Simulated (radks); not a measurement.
Results of a calculation; reference values are marked as such.
Task: The mean radii <r> (bohr) of the occupied orbitals of an atom or ion are listed with their occupations. Code: a radial shooting solver on a logarithmic mesh with Libxc functionals. Model: scalar-relativistic Kohn-Sham, PBE, spin-unpolarised, spherical densities, finite nucleus; Fermi nuclear charge, rms radius of each element as measured or else 0.836 A^(1/3) + 0.57 fm.

orbital  occ.     <r>
1s          1  0.3053

Name the element and its charge.

Result: Z = 5, boron, charge +4: B4+ in 1s1. The 1s radius gives Z: for a bare nucleus <r> = (2 gamma + 1)/(2Z) with gamma = sqrt(1 - (Z/c)^2), 0.2999 bohr for Z = 5, and the self-interaction of the functional makes it slightly larger (0.3053 here). The occupations add up to 1, and the charge is Z minus that.
